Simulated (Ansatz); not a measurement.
An input meant for SnHMe2Cl (C2H7ClSn) (charge 0, singlet; scaled by 1.12).

```yaml
crystal:
  periodic: [false, false, false]
  atoms:
    - {symbol: Sn, position_ang: [-0.301323, -0.509934, 0.616672]}
    - {symbol: Xx, position_ang: [-0.382473, -0.647635, 2.552349]}
    - {symbol: C, position_ang: [1.957031, -0.660587, -0.243860]}
    - {symbol: H, position_ang: [2.642891, 0.271563, 0.203149]}
    - {symbol: H, position_ang: [1.927645, -0.592525, -1.480939]}
    - {symbol: H, position_ang: [2.460869, -1.740693, 0.094391]}
    - {symbol: C, position_ang: [-1.523973, 1.394321, -0.244867]}
    - {symbol: H, position_ang: [-2.702503, 1.340417, 0.133330]}
    - {symbol: H, position_ang: [-1.490556, 1.372651, -1.483523]}
    - {symbol: H, position_ang: [-1.008542, 2.446827, 0.162172]}
    - {symbol: Cl, position_ang: [-1.579065, -2.674426, -0.308875]}
basis:
  gaussian: {orbitals: STO-3G}
hamiltonian: {xc: {name: PBE0}, dispersion: d3bj}
output: {forces: true}
```

```sh
$ ansatz run in.yaml --threads 4 --pin off --events-out ev --progress --plain --max-ram 3916MiB
```

Shortened log:

```
Error: YAML parse error: error: line 5 column 16: `Xx` is not an element symbol (H … Og, case-exact)
 --> <input>:5:16
3 |   atoms:
4 |     - {symbol: Sn, position_ang: [-0.301323, -0.509934, 0.616672]}
5 |     - {symbol: Xx, position_ang: [-0.382473, -0.647635, 2.552349]}
6 |     - {symbol: C, position_ang: [1.957031, -0.660587, -0.243860]}
7 |     - {symbol: H, position_ang: [2.642891, 0.271563, 0.203149]}
```

In this input an element symbol is wrong. The program refused the input.
